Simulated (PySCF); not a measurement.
(HBe-mu-Cl)2.
Structure used (PBE0-D3(BJ)/def2-SVP), in Å, numbered top down from 1:
```
atom  x, y, z in Å
Be1    0.6319   -0.3556   -1.1257
H2     1.2623   -0.7153   -2.2457
Cl3   -0.2702    1.4029   -0.5937
Be4   -0.6321    0.3567    1.1253
H5    -1.2624    0.7133    2.2463
Cl6    0.2704   -1.4020    0.5935
```

The closed-shell ground state was solved at several levels (PySCF, density fitting, gas phase, non-relativistic). The dipole stays under 0.02 D at every level.

| level | basis functions | total energy (Eh) | HOMO (eV) | LUMO (eV) | gap (eV) |
| --- | --- | --- | --- | --- | --- |
| PBE0/pcSseg-1 | 82 | -950.8117 | -8.77 | -0.92 | 7.85 |
| B3LYP/def2-SVPD | 94 | -950.9728 | -8.48 | -1.11 | 7.37 |

**Question.** Estimate the row for wB97X-D/pcSseg-1, a basis of 82 functions; the other rows only guide the guess.

**Answer.** Total energy -951.1690 Eh, HOMO -10.75 eV, LUMO 0.91 eV, gap 11.66 eV.

**Question.** Over all these levels, which gives the widest orbital gap and which the narrowest?

**Answer.** wB97X-D/pcSseg-1 (range-separated hybrid) has the widest, 11.66 eV, and B3LYP/def2-SVPD (global hybrid, 20 % exact exchange) the narrowest, 7.37 eV. Functional and basis both differ between the two, so the spread mixes both effects.

One conformer stands for the species.

The pairwise dispersion term of wB97X-D wasn't added to the energies; at a given geometry it leaves orbitals and properties as they are.
